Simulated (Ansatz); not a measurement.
The Si1–I2 bond of H3ISi (SMILES [SiH3]I) is stretched (multiplicity 1, the rest rigid).
Geometry at rest (charge 0, multiplicity 1):
```xyz
5

Si    -1.8413     0.0490     0.0181
I      0.6169    -0.0164    -0.0060
H     -2.2729     1.4257    -0.2930
H     -2.3038    -0.3479     1.3622
H     -2.3415    -0.8938    -1.0014
```

Frozen-core correlation. Filled d and f shells under p-block atoms count as core.

The values were computed with Ansatz (a quantum-chemistry and plane-wave program) with Gaussian orbitals. Each number belongs to the level named beside it. In def2 rows elements past Kr take small-core potentials, without spin–orbit coupling.

Energies above the point at 2.459 Å (the B3LYP-D3(BJ) bond length), FIC-MRCISD+Q on CASSCF(6,4)/def2-TZVPP (kcal/mol): 11.26 at 2.213 Å; 6.44 at 2.705 Å; 76.86 at 7.869 Å.

Q: Take the last value as the depth D of a Morse curve D(1 − e^(−a(R − R₀)))², fit a and R₀ to the two near points, and test it at 3.320 and 4.304 Å.

A: 
With D = 76.9, both near points (counted from the curve's value at 2.459 Å) are met by a = 1.35 Å⁻¹ and R₀ = 2.453 Å, so k = 2Da² = 282 kcal/(mol Å²). The curve then gives 36.7 and 64.8 kcal/mol; the level itself gives 39.2 and 70.8, so Morse is off by -2.6 and -6.0.

Doubts at one or more of the structures used: active orbitals that take no part (FIC-MRCISD+Q on CASSCF(6,4)/def2-TZVPP).
